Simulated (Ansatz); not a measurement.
Start from `CC[O][AlH][F]` and change one element to get `CCOBF`.

Ansatz, PBE0-D4/def2-TZVP geometries, multiplicity 1. Each molecule was computed in one conformer, which needn't be the lowest.

```json
{"property": "LUMO energy (B3LYP/def2-TZVPP) / eV", "`CC[O][AlH][F]`": "-0.71"}
{"property": "HOMO energy (PBE/def2-TZVPP) / eV", "`CC[O][AlH][F]`": "-6.83"}
{"property": "HOMO energy (B3LYP/def2-TZVPP) / eV", "`CC[O][AlH][F]`": "-8.13"}
{"property": "LUMO energy (PBE/def2-TZVPP) / eV", "`CC[O][AlH][F]`": "-1.23"}
{"property": "HOMO energy (PBE0/def2-TZVPP) / eV", "`CC[O][AlH][F]`": "-8.35"}
{"property": "LUMO energy (PBE0/def2-TZVPP) / eV", "`CC[O][AlH][F]`": "-0.47"}
```

Task: What does the change do to each property? (Estimate.)

Result: Ansatz gave: 
```json
{"property": "LUMO energy (B3LYP/def2-TZVPP) / eV", "`CCOBF`": "0.11", "shift": "0.82"}
{"property": "HOMO energy (PBE/def2-TZVPP) / eV", "`CCOBF`": "-7.63", "shift": "-0.80"}
{"property": "HOMO energy (B3LYP/def2-TZVPP) / eV", "`CCOBF`": "-8.93", "shift": "-0.80"}
{"property": "LUMO energy (PBE/def2-TZVPP) / eV", "`CCOBF`": "-0.59", "shift": "0.64"}
{"property": "HOMO energy (PBE0/def2-TZVPP) / eV", "`CCOBF`": "-9.16", "shift": "-0.81"}
{"property": "LUMO energy (PBE0/def2-TZVPP) / eV", "`CCOBF`": "0.39", "shift": "0.86"}
```

With PBE0 the HOMO falls by 0.81 eV and the LUMO rises by 0.86 eV, so the gap widens by about 1.67 eV. PBE moves the HOMO by -0.80 eV and ωB97M-V by -0.81 eV.

Positive LUMOs are unbound, so they and the gaps depend on the basis.

B3LYP here is the variant with VWN-RPA as its local correlation; programs differ in this.
